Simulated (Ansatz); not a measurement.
The Al1–H2 bond of AlH2I (SMILES [AlH2][I]) is stretched (multiplicity 1, the rest rigid).
Geometry at rest (charge 0, multiplicity 1):
```xyz
4

Al    -1.029    -1.593     0.268
H     -0.519    -2.624     1.337
H     -2.327    -1.781    -0.598
I      0.306     0.474    -0.080
```

Correlated levels freeze the cores. Filled d and f shells under p-block atoms count as core.

The values were computed with Ansatz (Gaussian basis) for Hartree–Fock, density functionals and correlated methods. Each number belongs to the level named beside it. In def2 rows elements past Kr take small-core potentials, without spin–orbit coupling.

Energies above the point at 1.571 Å (the B3LYP-D3(BJ) bond length), FIC-MRCISD+Q on CASSCF(2,2)/def2-TZVPP (kcal/mol): 4.97 at 1.414 Å; 3.25 at 1.728 Å; 85.59 at 5.026 Å.

**Question.** Take the last value as the depth D of a Morse curve D(1 − e^(−a(R − R₀)))², fit a and R₀ to the two near points, and test it at 2.120 and 2.749 Å.

**Answer.** 
With D = 85.6, both near points (counted from the curve's value at 1.571 Å) are met by a = 1.38 Å⁻¹ and R₀ = 1.570 Å, so k = 2Da² = 325 kcal/(mol Å²). The curve then gives 24.2 and 55.2 kcal/mol; the level itself gives 25.0 and 60.1, so Morse is off by -0.8 and -5.0.

Ansatz is a quantum-chemistry and plane-wave program.
